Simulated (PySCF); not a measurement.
Nuclear quadrupole coupling in `CCO[Si]1(N)OCCCO1`

Species: C5H13NO3Si.
Geometry (GFN2-xTB, Å), atoms numbered from 1 in this order:
```xyz
23
C5H13NO3Si angstrom
C      3.5929    0.8873    0.7094
C      2.1725    0.9258    0.1672
O      1.4811   -0.2186    0.6156
Si    -0.0442   -0.6567    0.3313
N     -0.3685   -2.1550    1.1306
O     -0.3126   -0.8374   -1.2741
C     -1.6292   -0.7090   -1.7509
C     -2.2995    0.5589   -1.2286
C     -2.3702    0.5431    0.2960
O     -1.0914    0.4781    0.8769
H      3.5735    0.8702    1.7957
H      4.1438    1.7621    0.3748
H      4.0978   -0.0091    0.3597
H      2.1800    0.9354   -0.9282
H      1.6514    1.8223    0.5200
H      0.1478   -2.9558    0.8031
H     -0.3372   -2.1385    2.1376
H     -1.5696   -0.6909   -2.8438
H     -2.2106   -1.5857   -1.4413
H     -1.7078    1.4210   -1.5418
H     -3.3039    0.6421   -1.6432
H     -2.9595   -0.3204    0.6271
H     -2.8413    1.4580    0.6691
```

Field gradients from the PBE0/pcSseg-1 density (PySCF, non-relativistic), principal values in atomic units, ordered |Vxx| ≤ |Vyy| ≤ |Vzz|:

```
atom      Vxx      Vyy      Vzz
  O3  -0.5525  -1.1082   1.6607
  N5   0.2949   0.6092  -0.9041
  O6  -0.4812  -1.1996   1.6808
 O10  -0.4813  -1.1996   1.6809
```

Find the asymmetry η = (Vxx − Vyy)/Vzz and the couplings χ = eQV/h (234.96 MHz × Q in barn × V in au), with Q(17O) = −0.0256 b, Q(14N) = 0.02044 b.

```json
{"atom": "O3", "environment": "silyl ether oxygen", "nucleus": "17O", "η": "0.33", "χzz (MHz)": "-9.99", "χxx (MHz)": "3.32", "χyy (MHz)": "6.67"}
{"atom": "N5", "environment": "silicon-bound nitrogen", "nucleus": "14N", "η": "0.35", "χzz (MHz)": "-4.342", "χxx (MHz)": "1.416", "χyy (MHz)": "2.926"}
{"atom": "O6", "environment": "silyl ether oxygen", "nucleus": "17O", "η": "0.43", "χzz (MHz)": "-10.11", "χxx (MHz)": "2.89", "χyy (MHz)": "7.22"}
{"atom": "O10", "environment": "silyl ether oxygen", "nucleus": "17O", "η": "0.43", "χzz (MHz)": "-10.11", "χxx (MHz)": "2.89", "χyy (MHz)": "7.22"}
```

The tensor is traceless: Vxx + Vyy + Vzz = 0.

What is Vzz at O10 in SI units (1 au = 9.71736 × 10²¹ V/m²)?

1.6809 au = 16.334 × 10²¹ V/m².

And the gradient at the other heavy atoms, for which no coupling is worked out here?

```tsv
atom	environment	Vzz (au)	η
C1	methyl carbon	0.059	0.44
C2	sp3 carbon bound to oxygen	0.430	0.13
Si4	oxygen-bound silicon	0.235	0.59
C7	sp3 carbon bound to oxygen	0.394	0.20
C8	ring CH2 carbon	-0.032	0.21
C9	sp3 carbon bound to oxygen	0.394	0.20
```

What couplings would deuterons (Q(2H) = 0.00286 b) have in place of the hydrogens, at this geometry?

```
atom  bonded to  bond length (Å)  Vzz (au)     η  χzz (kHz)
 H11         C1            1.087    0.3160  0.02        212
 H12         C1            1.087    0.3172  0.02        213
 H13         C1            1.087    0.3160  0.02        212
 H14         C2            1.095    0.2889  0.07        194
 H15         C2            1.095    0.2889  0.07        194
 H16         N5            1.008    0.4281  0.16        288
 H17         N5            1.008    0.4281  0.16        288
 H18         C7            1.095    0.2928  0.06        197
 H19         C7            1.097    0.2864  0.05        192
 H20         C8            1.091    0.3032  0.01        204
 H21         C8            1.090    0.3094  0.02        208
 H22         C9            1.097    0.2865  0.05        193
 H23         C9            1.095    0.2928  0.06        197
```

Geometry: GFN2-xTB, one conformer, isolated molecule. GFN2-xTB bond lengths can be off by several hundredths of an ångström, more for odd bonds, and the gradients follow them. The small basis limits the accuracy of the gradients.

The run behind these numbers computed NMR shieldings as well. The run took 5.0 min wall, 3.1 min CPU (grids of density and orbitals included) on one thread, Intel Xeon at 2.50 GHz (x86_64), no GPU, on a shared host, and the process peaked at 1.2 GiB of memory.
